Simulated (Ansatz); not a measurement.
Task: Name a neutral molecule of Al, Cl, F, S and H with HOMO energy (PBE/def2-TZVPP) between -7.25 and -6.95 eV and LUMO energy (PBE/def2-TZVPP) between -1.95 and -1.65 eV (Ansatz, PBE0-D4/def2-TZVP geometry).

Result: `[F][Al]([SH])[Cl]` (-7.07 eV, -1.88 eV). Other molecules can fit too; these were computed, each in one conformer that needn't be the lowest.
